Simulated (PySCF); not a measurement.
H5ClO3Si2, singlet, geometry from GFN2-xTB, atoms displaced at random by about 0.08 Å a coordinate. Base run: R2SCAN/STO-3G, gradient (PySCF).

Here is a job for PySCF.
```python
from pyscf import gto, scf, dft

mol = gto.Mole()
mol.atom = '''
    Si    0.89159324   -0.50116279    0.92265232
    Cl    1.09457385    1.25678973    2.03898243
    Si   -0.52487319   -0.21555204   -0.67590980
    O    -0.12546543    1.05435960   -1.86692362
    O    -2.01291326   -0.06055245   -0.41697422
    O    -0.40893856   -1.51116951   -1.90515495
    H     0.22296309   -1.45168851    1.84015483
    H     2.12459064   -1.00637401    0.65180869
    H    -0.41781231    2.06119832   -1.45827059
    H    -2.61359673   -0.99193111   -0.35591720
    H     0.35369204   -1.52015406   -2.48766339
'''
mol.basis = 'sto-3g'
mol.verbose = 3
mol.build()

mf = dft.RKS(mol)
mf.xc = 'r2scan'
mf.kernel()
g = mf.nuc_grad_method()
grad = g.kernel()
```

The coordinate followed is z of atom 8.

Each row names what was changed in the base input (with any setting that the change needs).

| change | dE/dx (Eh/bohr) | net force (Eh/bohr) |
|---|---|---|
| base | 0.013530 | 0.002848 |
| finite difference step (bohr) = 1e-3; conv_tol = 1e-11 | 0.013531 | - |
| finite difference step (bohr) = 0.05; conv_tol = 1e-11 | 0.013501 | - |
| finite difference step (bohr) = 1e-4; conv_tol = 1e-11 | 0.013531 | - |
| grid_response = on | 0.013531 | 0.000000 |
| grids.level = 5; grid_response = on | 0.013535 | 0.000000 |
| conv_tol = 1e-4 | 0.013528 | 0.002850 |
| density fitting = on | 0.013532 | 0.002847 |
| grids.level = 5; grid_response = off | 0.013533 | 0.000930 |
| finite difference step (bohr) = 0.01; conv_tol = 1e-11 | 0.013530 | - |
| finite difference step (bohr) = 1e-5; conv_tol = 1e-11 | 0.013531 | - |
| density fitting = on; auxbasis_response = off | 0.013549 | 0.005856 |

The net force is zero for an exact gradient.
